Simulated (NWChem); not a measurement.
Molecule: WNHOClF; SMILES [NH]=[W](=[O])([F])[Cl]

Results from NWChem. Medium grid unless said otherwise, to which SCAN and Minnesota functionals are sensitive. All runs use the structure optimised with PBE0/def2-SVP. def2 effective core potentials on W; no spin-orbit coupling. Hybrids' shares of exact exchange are those that their runs print; pure functionals count as 0. The functionals differ in more than this share.

| row | share of exact exchange | highest occupied level (eV) |
|---|---|---|
| PBE/def2-SVP | 0.00 | -7.26 |
| BLYP/def2-SVP | 0.00 | -7.06 |
| TPSSh/def2-SVP | 0.10 | -7.97 |
| B3LYP/def2-SVP | 0.20 | -8.44 |
| r2SCAN0/def2-SVP | 0.25 | withheld |
| PW6B95/def2-SVP | 0.28 | -8.87 |

Q: Fit a straight line of the last column on the one before it, predict the withheld value, and compare with the run.

A: 
1. Means of the 5 shown rows: x = 0.116, y = -7.920. Slope Σ(x − x̄)(y − ȳ)/Σ(x − x̄)² = -0.3750/0.06112 = -6.135; intercept -7.208.
2. The shown rows scatter about the line by 0.100 (root mean square); the largest residual is -0.15, at TPSSh/def2-SVP.
3. At x = 0.25 (r2SCAN0/def2-SVP; inside the shown range) the line gives -8.74.
4. The run gives -9.04, -0.30 from the line, 3.0 times the scatter.
